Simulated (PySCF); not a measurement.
## C2H6Al, SMILES `[CH3][Al][CH3]` (charge 0, multiplicity 2)

Calculation: ωB97X-D3(BJ)/def2-TZVP // B3LYP-D3(BJ)/def2-TZVP run with PySCF.

| Item | Result |
|---|---|
| highest occupied spin orbital | -7.11 eV |
| dipole moment | 0.075 e·Å |
| total energy | -8770.89 eV |
| cost | very roughly 80 core-seconds |

```xyz
9

C     -1.6839    -0.0989    -0.2563
Al     0.0005    -0.3527     0.7498
C      1.6845     0.0715    -0.1979
H     -2.5764    -0.4441     0.2662
H     -1.8132     0.9670    -0.4771
H     -1.6228    -0.6217    -1.2172
H      1.7847    -0.5870    -1.0683
H      1.6437     1.0994    -0.5753
H      2.5828    -0.0335     0.4107
```
Charge 0, spin multiplicity 2.
